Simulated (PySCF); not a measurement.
CClF, SMILES F[C]Cl (connectivity only; charge and spin as stated), neutral, multiplicity 1. Heavy atoms are numbered as in [F:1][C:2][Cl:3].

Geometry optimised at ωB97X-D3(BJ)/def2-TZVP. The isomer is the one that the SMILES or the coordinates give; other isomers of the formula were not compared.

Computed with PySCF with PBE0/pcSseg-2.

GIAO shieldings, no solvent; atoms alike by connectivity are averaged. δ = σ(ref) − σ: ¹⁹F against CFCl3 (σ = 165.8 ppm); ¹³C against TMS (σ = 186.1 ppm); ³⁵Cl against HCl (σ = 943.3 ppm), references at their B3LYP-D3(BJ)/def2-TZVP geometries, non-relativistic (without spin–orbit terms, shifts of atoms bonded to Cl or Br come out too high).

### Question
Estimate the chemical shifts. (An estimate is asked for; the answer gives what the named calculation found.)

### Answer

```tsv
nucleus	atoms	count	δ (ppm)
¹⁹F	F1	1	411.4
¹³C	C2	1	478.7
³⁵Cl	Cl3	1	930.3
```
